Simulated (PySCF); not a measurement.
Species: C₂H₇BCl (charge -1).
Z-matrix (Å and degrees, GFN2-xTB geometry), rows numbered from 1:
```
C 
B   1  1.6463
C   2  1.6494  1  105.52
Cl  3  1.7917  2  114.40  1  -179.86
H   1  1.0938  2  112.27  3    60.07
H   1  1.0937  2  112.26  3   -60.22
H   1  1.0925  2  111.56  3   179.93
H   2  1.2165  1  110.65  3  -118.66
H   2  1.2166  1  110.66  3   118.64
H   3  1.0942  2  113.03  1   -61.32
H   3  1.0943  2  113.03  1    61.56
```

The closed-shell ground state was solved at several levels (PySCF, density fitting, gas phase, non-relativistic). No diffuse functions stand in pcSseg-1, which bears on an anion's orbital energies.

| level | basis functions | total energy (Eh) | HOMO (eV) | LUMO (eV) | gap (eV) |
| --- | --- | --- | --- | --- | --- |
| PBE0/pcSseg-1 | 110 | -565.1883 | -2.25 | 5.75 | 8.00 |
| PBE0/def2-SVPD | 143 | -565.0156 | -2.37 | 4.50 | 6.87 |

(1) What might CAM-B3LYP/def2-SVPD (143 basis functions) give for the same quantities?

(2) Over all these levels, which gives the widest orbital gap and which the narrowest?

Results:

(1) Total energy -565.2473 Eh, HOMO -3.79 eV, LUMO 5.02 eV, gap 8.81 eV.

(2) CAM-B3LYP/def2-SVPD (range-separated hybrid) has the widest, 8.81 eV, and PBE0/def2-SVPD (global hybrid, 25 % exact exchange) the narrowest, 6.87 eV. The two share the basis. From the narrowest to the widest the HOMO moves by -1.42 eV and the LUMO by +0.52 eV.

One conformer stands for the species.
